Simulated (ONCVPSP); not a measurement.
**phosphorus: one change to an ONCV potential, before and after**

P, optimised norm-conserving Vanderbilt (ONCV), made with ONCVPSP 4.0.1 (PBE, scalar-relativistic). Core [Ne], reference 3s2 3p2 (charge +1). Waves: 3s: rc 1.45 bohr, ncon 4, nbas 9, qcut 3.7 1/bohr, 2 projectors, debl 2.7 Ha; 3p: rc 1.25 bohr, ncon 4, nbas 7, qcut 5.3 1/bohr, 2 projectors, debl 2.1 Ha. Local part: polynomial inside 1.20 bohr (lpopt 5, dvloc0 0 Ha). Core correction: Teter function, fcfact 4.5, rcfact 1.45.

Change: s: qcut 2.2.

Cutoffs: the cutoffs (Ha) at which the residual kinetic energy of the hardest occupied pseudo-wave falls to 1 and 0.1 mHa per electron; they do not see the model core or the augmentation charge, which bear on the density cutoff. Errors are all-electron minus pseudo energies relative to the spin-unpolarised reference configuration.

Problem. How do hardness, ghosts and transferability respond?

Solution. The potential gets harder (74 Ha and 101 Ha → 94 Ha and 114 Ha); both files keep a bound ghost (p); of the 4 tests that both files solve, the error grows in 2 and shrinks in 0 by more than 15 % and 0.3 meV (median size 2.3 → 6.5 meV).

```tsv
quantity	base	changed
cutoff, loose	74 Ha	94 Ha
cutoff, tight	101 Ha	114 Ha
loose cutoff by channel	s 29 Ha, p 74 Ha	s 94 Ha, p 74 Ha
bound ghosts	p	p
GHOST(+) flags under 300 eV	s at 140.4 eV	s at 149.8 eV
error for 3s2 3p3, meV [ΔE -9.73 eV]	+2.2	+2.2
error for 3s2 3p1, meV [ΔE 19.15 eV]	+2.5	+2.7
error for 3s2 3p0, meV [ΔE 48.89 eV]	+8.6	+10
error for 3s0 3p5, meV [ΔE 7.47 eV]	-2.1	-12
s: phases at 1.47 bohr within 0.05 rad from the reference energy up to (Ha; the scan ends near 5)	4.3	4.5
p: phases at 1.27 bohr within 0.05 rad from the reference energy up to (Ha; the scan ends near 5)	4.8	4.8
rms error of d²Exc/dni dnj with the model core, mHa	1.42	1.66
```

 A true bound ghost makes a file unfit for plane-wave use even where its test errors are small: the radial tests pick states by their node count and pass the ghost by.
